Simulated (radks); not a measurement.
Problem. All-electron atom: the chromium ion Cr+ in [Ar] 3d4 4p1 (not the ground configuration). Calculated with a radial shooting solver on a logarithmic mesh with Libxc functionals: non-relativistic Kohn-Sham, TPSS, spin-polarised, spherical densities, point nucleus; open shells are filled with parallel spins first; meta-GGA in the generalised Kohn-Sham scheme. Some entries of the table are withheld. Estimate them.

orbital  occ.  eigenvalue (hartree)  <r> (bohr)
1s up       1             -215.3386     0.06414
1s down     1             -215.3383     0.06414
2s up       1             -24.77126      0.2958
2s down     1             -24.71657      0.2954
2p up       3             -21.07167      0.2612
2p down     3             -21.02755      0.2607
3s up       1                   (1)      0.9050
3s down     1                   (2)      0.9067
3p up       3                   (3)      0.9589
3p down     3                   (4)      0.9632
3d up       4                   (5)       1.235
3d down     0                   (6)       1.289
4p up       1              -0.29365       3.529

Solution. 
(1) 3s up eigenvalue (hartree): -3.23438
(2) 3s down eigenvalue (hartree): -3.07852
(3) 3p up eigenvalue (hartree): -2.20397
(4) 3p down eigenvalue (hartree): -2.04665
(5) 3d up eigenvalue (hartree): -0.60003
(6) 3d down eigenvalue (hartree): -0.45159
